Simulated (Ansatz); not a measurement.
Isolated molecules relaxed with PBE0-D4/def2-TZVP in Ansatz; ΔE leaves out vibrations. CCSD(T)/CBS adds triple-zeta CCSD(T) − MP2 to the extrapolated MP2 energy (def2 sets, frozen cores). DFT in def2-TZVPP. B3LYP here is the variant with VWN-RPA as its local correlation; programs differ in this. HSE06 is defined as in plane-wave codes. For Br outer-core shells are correlated without core-valence functions, which leaves a few kJ/mol of doubt a bond. Scalar relativity is left out up to krypton. Each species was taken in one conformer, which may not be the lowest.

Consider the substitution at a C–C bond: `CCC(C)Br` + `CCCO` → `CCCOC` + `CC(C)Br`.

`CCC(C)Br`:

Cartesian coordinates in Å:
```
C -1.803 -0.681 0.307
C -0.318 -0.701 -0.001
C 0.346 0.659 -0.030
C 1.788 0.612 -0.472
Br 0.260 1.496 1.753
H -2.222 -1.688 0.260
H -1.992 -0.281 1.304
H -2.345 -0.059 -0.412
H -0.155 -1.143 -0.992
H 0.213 -1.339 0.712
H -0.228 1.348 -0.652
H 1.842 0.204 -1.487
H 2.375 -0.032 0.186
H 2.239 1.604 -0.475
```

`CCCO`:

Cartesian coordinates in Å:
```
C 0.400 0.984 1.094
C -0.466 0.313 0.042
C 0.189 -0.924 -0.540
O -0.622 -1.596 -1.480
H 1.365 1.288 0.679
H -0.082 1.876 1.498
H 0.599 0.308 1.930
H -0.678 1.020 -0.770
H -1.434 0.027 0.467
H 1.163 -0.658 -0.979
H 0.386 -1.650 0.254
H -0.820 -0.986 -2.195
```

`CCCOC`:

Z-matrix (Å, degrees):
```
C
C 1 1.518
H 1 1.094 2 111.4
H 1 1.094 2 111.4 3 -120.1
H 1 1.092 2 111.2 3 120.0
C 2 1.510 1 112.1 3 60.1
H 2 1.094 1 110.4 3 -178.8
H 2 1.094 1 110.4 3 -61.1
O 6 1.403 2 109.4 1 -180.0
H 6 1.103 2 110.2 1 58.9
H 6 1.103 2 110.2 1 -58.8
C 9 1.398 6 112.5 2 -180.0
H 12 1.090 9 107.7 6 -180.0
H 12 1.100 9 111.6 6 -60.6
H 12 1.100 9 111.6 6 60.6
```

`CC(C)Br`:

Cartesian coordinates in Å:
```
C -0.653 0.883 -0.685
C -0.293 -0.022 0.468
C 0.821 -0.989 0.150
Br 0.229 1.079 2.016
H -1.455 1.572 -0.420
H 0.212 1.467 -1.005
H -0.986 0.274 -1.531
H -1.173 -0.553 0.830
H 0.514 -1.632 -0.681
H 1.726 -0.457 -0.147
H 1.058 -1.623 1.005
```

```csv
level,ΔE (kJ/mol),difference from CCSD(T)/CBS
LDA (SPW92),38.1,-3.5
PBE-D4,36.3,-5.3
revPBE-D4,36.5,-5.1
BLYP-D4,30.9,-10.7
r2SCAN-D4,35.4,-6.2
B97M-V,34.2,-7.4
PBE0-D4,38.3,-3.3
B3LYP-D4,32.7,-8.9
r2SCANh-D4,36.4,-5.2
r2SCAN0-D4,37.6,-4.0
HSE06-D4,38.2,-3.4
BHLYP-D4,33.4,-8.2
CAM-B3LYP-D4,32.4,-9.2
ωB97M-V,37.8,-3.8
B2PLYP,33.8,-7.8
PBE-QIDH,40.2,-1.4
PBE,34.3,-7.3
BLYP,26.7,-14.9
r2SCAN,35.0,-6.6
PBE0,36.5,-5.1
B3LYP,29.4,-12.2
r2SCANh,35.8,-5.8
r2SCAN0,37.0,-4.6
HSE06,36.5,-5.1
BHLYP,30.6,-11.0
RPA@PBE/def2-TZVPP,35.1,-6.5
MP2/def2-SVP,38.5,-3.1
CCSD/def2-SVP,32.9,-8.7
CCSD(T)/def2-SVP,33.2,-8.4
HF/def2-TZVPP,26.5,-15.1
MP2/def2-TZVPP,43.2,1.6
SCS-MP2/def2-TZVPP,38.2,-3.4
CCSD/def2-TZVPP,38.1,-3.5
CCSD(T)/def2-TZVPP,38.9,-2.7
HF/def2-QZVPP,26.2,-15.4
MP2/def2-QZVPP,44.7,3.1
SCS-MP2/def2-QZVPP,39.7,-1.9
HF/CBS(def2),26.2,-15.4
MP2/CBS(def2),46.0,4.4
CCSD/CBS(def2),40.8,-0.8
CCSD(T)/CBS,41.6,0
```

Largest T1 diagnostic among the species: 0.009.

From BLYP to BHLYP (50 % exact exchange), in def2-TZVPP and without D4, ΔE moves by +4.0 kJ/mol. At CCSD(T), def2-SVP lies −8.4 kJ/mol from the extrapolated value and def2-TZVPP −2.7 kJ/mol.
